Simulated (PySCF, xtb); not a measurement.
Te(F)4 cation (F4Te), SMILES F[Te](F)(F)F (connectivity only; charge and spin as stated), charge +1, multiplicity 2.

Harmonic wavenumbers (cm⁻¹) from GFN2-xTB (xtb 6.7.1) at its own minimum, in rising order: 77, 97, 158, 177, 190, 334, 405, 495, 514.

Problem. What does B3LYP-D3(BJ)/def2-SVP in PySCF give at its own minimum? (Estimate from the structure and the level; the computed values follow.)

Solution. 115, 126, 197, 214, 227, 503, 555, 712, 719. Paired by order, the mean absolute difference is 102 cm⁻¹ and the zero-point energies are 3.5 and 4.8 kcal/mol.
